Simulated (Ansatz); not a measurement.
`CS[Si](Cl)(Cl)Cl`, charge 0, multiplicity 1.

Problem. Give a relaxed structure at PBE0-D4/def2-TZVP (Ansatz 0.2.0). (An estimate is asked.)

Solution. Ansatz gave: 
Cartesian coordinates in Å:
```
C -0.580 1.393 0.455
S -0.557 -0.261 1.208
Si 0.471 -1.305 -0.287
Cl -0.503 -1.241 -2.077
Cl 0.627 -3.229 0.333
Cl 2.333 -0.541 -0.616
H 0.432 1.765 0.306
H -1.125 1.382 -0.487
H -1.099 2.037 1.164
```
Point group Cs.
This is one stationary point; other conformers may exist.
